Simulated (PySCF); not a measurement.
# Polarisability of `C#C[C@@H](Cl)C[O+](C)C`

C6H10ClO (charge +1).
Atom-mapped SMILES: `[CH:1]#[C:2][C@@H:3]([Cl:4])[CH2:5][O+:6]([CH3:7])[CH3:8]` (hydrogens: H9 on C1; H10 on C3; H11, H12 on C5; H13, H14, H15 on C7; H16, H17, H18 on C8)

Geometry (GFN2-xTB, Å), atoms numbered from 1 in this order:
```xyz
18
C6H10ClO angstrom
C      2.6767    1.1149    0.9925
C      2.1746    0.3681    0.2023
C      1.5741   -0.5741   -0.7136
Cl     1.4801   -2.2156    0.0751
C      0.1598   -0.1674   -1.1301
O     -0.6831   -0.1454    0.0703
C     -1.7719   -1.0905    0.0194
C     -1.1208    1.1795    0.4326
H      3.1380    1.7790    1.6638
H      2.2002   -0.6899   -1.6036
H     -0.2425   -0.8933   -1.8384
H      0.1679    0.8246   -1.5892
H     -2.2689   -1.0841    0.9890
H     -2.4882   -0.8419   -0.7664
H     -1.3440   -2.0788   -0.1473
H     -1.6245    1.1168    1.3970
H     -1.8012    1.5987   -0.3119
H     -0.2352    1.8056    0.5404
```

Level: PBE0/def2-SVPD (PySCF), static field, nuclei fixed, core orbitals frozen in the response. The polarisability tensor in these axes (au):

```
x   84.67  5.63  5.11
y    5.63 89.77  7.08
z    5.11  7.08 73.60
```

**Question.** Give the principal values, the mean and the anisotropy Δα = √{½[(α1 − α2)² + (α2 − α3)² + (α1 − α3)²]}.

**Answer.** Principal values 70.29, 81.05 and 96.69 au; mean 82.68 au = 12.25 Å³ = 13.63 × 10⁻⁴⁰ C²·m²/J; Δα = 23.00 au (28 % of the mean).

**Question.** Traceless (Buckingham) quadrupole moment about the centre of nuclear charge: eigenvalues?

**Answer.** -11.32, -0.37, 11.69 D·Å. The values depend on the origin, since the species is charged. The electronic extent ⟨r²⟩ about the same centre is 1214 bohr², a root-mean-square distance of 2.20 Å for the 70 electrons.

**Question.** Directions of the eigenvectors, and the extent of the frame along each?

**Answer.** Largest value along (0.52, 0.78, 0.35), where the nuclei span 5.96 Å; middle along (0.83, -0.56, 0.03), 4.87 Å; least along (-0.22, -0.27, 0.93), 3.54 Å. The response follows the extents in order.

**Question.** In TDDFT the mean static polarisability is Σ f/ω² over all singlet excitations (ω in hartree). How much of it do the 8 lowest give? Their energies (eV) and oscillator strengths: 5.89, 0.0005; 6.17, 0.0419; 6.57, 0.0020; 6.67, 0.0004; 6.79, 0.0079; 7.00, 0.0171; 7.05, 0.0020; 7.60, 0.0013.

**Answer.** They add up to 1.30 au, 1.6 % of the 82.68 au; the largest single term is 0.81 au, from the state at 6.17 eV. Terms in order: 0.01, 0.81, 0.03, 0.01, 0.13, 0.26, 0.03, 0.02 au. Higher excitations give the rest. The strengths listed sum to 0.073.

**Question.** What depolarisation ratio follows for Rayleigh scattering of linearly polarised light, taking the static tensor?

**Answer.** ρ = 3Δα²/(45ᾱ² + 4Δα²) = 1586.4/(307601 + 2115.2) = 0.00512.

One conformer (not necessarily the lowest) at the GFN2-xTB geometry, without solvent, vibrations or thermal averaging. GFN2-xTB frequencies show an imaginary mode (21i cm⁻¹), so this geometry is no minimum at that level.
